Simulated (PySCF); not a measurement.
aminoborane (BH4N), SMILES BN.

Geometry optimised at B3LYP-D3(BJ)/def2-TZVP.

The numbers are results of r2SCAN/def2-TZVPD (PySCF), not measurements.

Symmetry labels are those of the subgroup C2v that the program uses (full group C2v).

List the valence orbital energies around the gap with their symmetry. (An estimate is asked for; the answer gives what the named calculation found.)


```csv
orbital,symmetry,energy (eV)
HOMO−7,A1,-385.46
HOMO−6,A1,-179.79
HOMO−5,A1,-22.82
HOMO−4,A1,-13.43
HOMO−3,B2,-13.13
HOMO−2,A1,-9.86
HOMO−1,B2,-7.86
HOMO,B1,-7.59
LUMO,B1,-0.38
LUMO+1,A1,0.45
LUMO+2,A1,1.80
LUMO+3,B2,2.02
```
